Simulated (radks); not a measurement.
Q: The mean radii <r> (bohr) of the occupied orbitals of an atom or ion are listed with their occupations. Calculated with a radial shooting solver on a logarithmic mesh with Libxc functionals: non-relativistic Kohn-Sham, SCAN, spin-polarised, spherical densities, point nucleus; meta-GGA in the generalised Kohn-Sham scheme.

orbital  occ.      <r>
1s up       1  0.01917
1s down     1  0.01917
2s up       1  0.08068
2s down     1  0.08068
2p up       3  0.06821
2p down     3  0.06821
3s up       1   0.2035
3s down     1   0.2035
3p up       3   0.1941
3p down     3   0.1941
3d up       5   0.1697
3d down     5   0.1697
4s up       1   0.4478
4s down     1   0.4478
4p up       3   0.4523
4p down     3   0.4523
4d up       5   0.4610
4d down     5   0.4610
4f up       7   0.4867
4f down     7   0.4867
5s down     1    1.030
5s up       1    1.029
5p down     3    1.120
5p up       3    1.121
5d up       5    1.593
5d down     5    1.553
6s up       1    3.254

Name the element and its charge.

A: Z = 79, gold, charge 0: Au in [Xe] 4f14 5d10 6s(up 1, down 0). The 1s radius gives Z: for a bare nucleus <r> = 1.5/Z, 0.01899 bohr for Z = 79, and screening makes it slightly larger (0.01917 here). The occupations add up to 79, and the charge is Z minus that.
